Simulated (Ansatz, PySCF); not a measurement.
Ge(F)2(Cl)(Me) (CH₃ClF₂Ge), SMILES [CH3][Ge]([F])([F])[Cl].

Geometry: PBE0-D3(BJ)/def2-SVP. The structure was generated by enumeration, and PubChem lists no compound with its InChIKey, so it may never have been made.

Vertical ionisation energy (IE) and electron affinity (EA) in eV. Rows of orbital energies are one-electron estimates. Where ΔSCF, EOM or ADC give a negative EA the extra electron is unbound and the value depends on the basis.

```tsv
level	IE	EA
−ε(HOMO), −ε(LUMO), CAM-B3LYP/def2-TZVP (PySCF)	11.02	-0.52
−ε(HOMO), −ε(LUMO), PBE/def2-TZVP (PySCF)	8.16	1.54
ΔSCF, PBE0/def2-SVPD (Ansatz), final states of multiplicity 2 and 2	12.05	-0.71
ΔSCF, PBE/def2-SVPD (Ansatz), final states of multiplicity 2 and 2	11.58	-0.48
```

Question: What vertical singlet–triplet gap does ΔSCF give with PBE0/def2-SVPD (Ansatz, a quantum-chemistry and plane-wave program) and with PBE/def2-SVPD (Ansatz)? (An estimate is asked for; the answer gives what the named calculation found.)

Answer: 7.11 and 6.55 eV (triplet above singlet where positive).
